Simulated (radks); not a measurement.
Q: Species: Al. Configuration: [Ne] 3s2 3p1. Method: Dirac Kohn-Sham, PBE, spin-unpolarised, spherical densities, point nucleus; open shells fill j = l - 1/2 first; computed with a radial shooting solver on a logarithmic mesh with Libxc functionals. Some entries of the table are withheld. Estimate them.

| orbital | occ. | eigenvalue (eV) | <1/r> (bohr^-1) | r(max) (bohr) |
|---|---|---|---|---|
| 1s1/2 | 2 | -1511.034 | (1) | 0.07835 |
| 2s1/2 | 2 | -108.1458 | 2.341 | (2) |
| 2p1/2 | 2 | (3) | 2.216 | (4) |
| 2p3/2 | 4 | (5) | 2.206 | (6) |
| 3s1/2 | 2 | -7.7466 | 0.5291 | 2.087 |
| 3p1/2 | 1 | -2.7182 | 0.3896 | (7) |
| 3p3/2 | 0 | -2.7019 | 0.3884 | (8) |

A: 
(1) 1s1/2 <1/r> (bohr^-1): 12.63
(2) 2s1/2 r(max) (bohr): 0.4966
(3) 2p1/2 eigenvalue (eV): -69.9176
(4) 2p1/2 r(max) (bohr): 0.4276
(5) 2p3/2 eigenvalue (eV): -69.4763
(6) 2p3/2 r(max) (bohr): 0.4292
(7) 3p1/2 r(max) (bohr): 2.635
(8) 3p3/2 r(max) (bohr): 2.642
